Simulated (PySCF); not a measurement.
All values below come from PBE-D3(BJ)/def2-TZVP // PBE0-D3(BJ)/def2-TZVP in PySCF. Isolated molecules, 0 K electronic values unless said otherwise. Excitations are Tamm–Dancoff values on a coarser integration grid. The basis has no diffuse functions, so Rydberg states are missing or too high.

Reference species (SMILES): `Cl/[SiH]=[SiH]/Cl` (neutral, multiplicity 1).

| Quantity | Value |
|---|---|
| brightest of the four lowest singlets (TDA) | 3.93 eV |
| HOMO–LUMO gap | 2.06 eV |
| HOMO | -5.51 eV |
| LUMO | -3.45 eV |

Changed species: `[SiH](/Cl)=[SiH]/Cl`.

Q: Give the shifts of the brightest of the four lowest singlets (TDA), HOMO–LUMO gap, HOMO and LUMO.

A: the brightest of the four lowest singlets (TDA) goes up by 0.16 eV, to 4.09 eV; the HOMO–LUMO gap goes up by 0.07 eV, to 2.13 eV; the HOMO falls by 0.03 eV, to -5.54 eV; the LUMO rises by 0.04 eV, to -3.41 eV.
